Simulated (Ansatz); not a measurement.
Basis-set extrapolation for CH3BN2, SMILES `BN=C=N` (PBE0-D4/def2-TZVP geometry, frozen core, Ansatz). Multiplicity 1, RHF reference.

|  | def2-TZVPP | def2-QZVPP |
| --- | --- | --- |
| HF | -173.263019 | -173.270771 |
| MP2 correlation | -0.641710 | -0.685432 |
| CCSD(T) correlation | -0.689245 | not run |

Energies in hartree. Use E(X) = E(∞) + A·exp(−7.88·√X) for Hartree–Fock and E(X) = E(∞) + B·X^(−2.97) for correlation, with X = 3 and 4, and add CCSD(T) minus MP2 of the smaller set to the MP2 limit.

Problem. What is the CCSD(T) energy at the basis-set limit?

Solution. HF limit: -173.270771 + (-0.007752) × 0.13774 = -173.27184. MP2 limit: -0.685432 + (-0.043722) × 0.74074 = -0.71782. Higher-order term: -0.689245 − (-0.641710) = -0.04753. Total: -174.03719 hartree, 53.3 kcal/mol below CCSD(T)/def2-TZVPP.
